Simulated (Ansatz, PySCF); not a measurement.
This Ansatz (an electronic-structure program) input computes a CCSD(T)/cc-pVDZ energy:

Ansatz 0.2 input:
```yaml
crystal:
  periodic: [false, false, false]
  atoms:
    - {symbol: N, position_ang: [-1.15644893, 0.10559007, 0.10949204]}
    - {symbol: C, position_ang: [0.14327585, 0.27480002, -0.02643780]}
    - {symbol: O, position_ang: [1.03921952, -0.59683604, -0.07594837]}
    - {symbol: H, position_ang: [-1.57929984, 1.03526068, 0.10968394]}
    - {symbol: H, position_ang: [0.50103112, 1.35149704, -0.10991451]}
basis:
  gaussian:
    orbitals: cc-pVDZ
total_charge: -1
magnetization: {spin_polarized: false}
correlation: {method: ccsd_t, electrons: outside_noble_gas}
```

### Question
Write an input for the same energy in PySCF and say what it gives.

### Answer

```python
from pyscf import gto, scf, mp, cc as ccmod

mol = gto.M(
    atom='''
    N    -1.15644893    0.10559007    0.10949204
    C     0.14327585    0.27480002   -0.02643780
    O     1.03921952   -0.59683604   -0.07594837
    H    -1.57929984    1.03526068    0.10968394
    H     0.50103112    1.35149704   -0.10991451
    ''',
    basis='cc-pvdz',
    charge=-1,
    spin=0,
    verbose=4,
)

mf = scf.RHF(mol)
mf.conv_tol = 1e-10
mf.max_cycle = 100
mf.kernel()
mp2 = mp.MP2(mf, frozen=3).run()
cc = ccmod.CCSD(mf, frozen=3)
cc.max_cycle = 100
cc.kernel()
et = cc.ccsd_t()
print(f'E(CCSD(T)) = {cc.e_tot + et:.9f}')
```
It gives -168.84370 Eh, and Ansatz -168.84370 Eh, a difference of 0.00 mEh.

It need not be the lowest isomer of its formula. Whether it binds its extra electron was not tested at this geometry.
